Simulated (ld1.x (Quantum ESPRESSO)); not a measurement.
An all-electron radial function and its pseudo partner (vanadium)

Columns: radius, all-electron u(r) and pseudo u(r) of the 4s shell (level -10.90 eV) of vanadium in the configuration [Ne] 3s2 3p6 3d3 4s1 4p0; PBE, scalar-relativistic, TM scheme, ld1.x (Quantum ESPRESSO) 7.5.

```
r (bohr)  all-electron   pseudo
   0.103       -0.0426  -0.0230
   0.205       -0.1789  -0.0453
   0.308       -0.0936  -0.0673
   0.410        0.0646  -0.0880
   0.513        0.2008  -0.1077
   0.615        0.2785  -0.1260
   0.718        0.2977  -0.1434
   0.820        0.2694  -0.1602
   0.923        0.2076  -0.1773
   1.025        0.1266  -0.1955
   1.128        0.0352  -0.2164
   1.230       -0.0577  -0.2410
   1.332       -0.1479  -0.2707
   1.435       -0.2332  -0.3066
   1.538       -0.3108  -0.3485
   1.640       -0.3791  -0.3948
   1.743       -0.4390  -0.4437
   1.845       -0.4897  -0.4904
   1.948       -0.5323  -0.5323
   2.050       -0.5666  -0.5666
   2.153       -0.5938  -0.5938
   2.255       -0.6141  -0.6141
   2.358       -0.6285  -0.6285
   2.460       -0.6374  -0.6374
   2.562       -0.6414  -0.6414
   2.665       -0.6411  -0.6411
```

Problem. How many radial nodes do the two functions have?

Solution. The all-electron 4s function has n − l − 1 = 3 (the table is too coarse to show those close to the nucleus); the pseudo-wave has 0, since the states of the same l below it are removed with the core.

Problem. At about which radius was the pseudo-wave matched?

Solution. 2.05 bohr, where the columns begin to agree (steps of 0.10 bohr).

Problem. Where does each function peak?

Solution. Outermost all-electron maximum near 2.56 bohr, pseudo maximum near 2.56 bohr (to the table’s step).

Problem. Is the pseudo-wave norm-conserving?

Solution. Yes: the TM scheme keeps the norm inside the radius equal to the all-electron one, which fixes the energy derivative of the logarithmic derivative at the level.
